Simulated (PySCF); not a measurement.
## Where the electron goes

Species: C6H13P.
Structure used (GFN2-xTB), in Å, numbered top down from 1:
```xyz
20
C6H13P angstrom
C      3.2438    0.0368    0.0795
C      2.3416   -0.9483   -0.5793
C      1.0801   -0.7206   -0.9234
P      0.2026    0.8634   -0.7549
C     -1.5392    0.1856   -0.6063
C     -2.5168    1.3531   -0.5039
C     -1.7012   -0.7704    0.5701
H      4.1571    0.1508   -0.5038
H      3.5284   -0.3111    1.0731
H      2.7593    1.0076    0.1647
H      2.7793   -1.9217   -0.7714
H      0.5193   -1.4866   -1.4483
H      0.3910    1.0121    0.6268
H     -1.7338   -0.3552   -1.5427
H     -2.3245    1.9282    0.4006
H     -2.4112    2.0188   -1.3586
H     -3.5435    0.9917   -0.4703
H     -0.9900   -1.5921    0.5120
H     -2.7078   -1.1870    0.5810
H     -1.5398   -0.2444    1.5101
```

Method: PySCF, TDDFT PBE0/def2-SVPD, vertical, gas phase, core orbitals frozen in the response.

Frontier orbitals with the atoms that hold most of them (Löwdin shares over 4%, at most four atoms; ? is withheld):

```csv
orbital,ε (eV),atoms
HOMO-3,-9.28,"P4 16%, C5 13%, C3 12%, H13 11%"
HOMO-2,-8.70,"C5 23%, P4 22%, C6 12%, C3 9%"
HOMO-1,-8.03,?
HOMO,-6.31,"P4 42%, C3 17%, C2 16%, C5 6%"
LUMO,0.09,?
LUMO+1,0.68,"P4 21%, C6 15%, C7 10%, C5 9%"
LUMO+2,0.88,"C1 16%, C2 14%, P4 9%, C3 9%"
```

Q: Which atoms hold the LUMO, and with what shares?

A: C3 (bonded to C, P and H) 29%; C2 (bonded to 2 C and H) 27%; P4 (bonded to 2 C and H) 16%; C1 (bonded to C and 3 H) 6%. By element: carbon 62% or more, phosphorus 16%.

Q: Give the leading atoms of the HOMO-1.

A: C3 (bonded to C, P and H) 31%; P4 (bonded to 2 C and H) 21%; C2 (bonded to 2 C and H) 19%; C1 (bonded to C and 3 H) 6%. By element: carbon 57% or more, phosphorus 21%.

Q: How does S1 compare with the orbital gap of 6.40 eV?

A: S1 is at 5.54 eV (f = 0.131), 0.86 eV below the gap, made of HOMO→LUMO (90%). 

Q: One configuration dominates each of S1 and S2. Which, and how do the shares of the two leading atoms of either orbital change from the occupied to the empty one?

A: 
- S1 (5.54 eV, f 0.131), HOMO→LUMO (90%): P4 42% → 16%, C3 17% → 29%, C2 16% → 27%
- S2 (5.94 eV, f 0.108), HOMO→LUMO+1 (79%): P4 42% → 21%, C3 17% → at most 9%, C6 at most 7% → 15%

One conformer stands for the species.
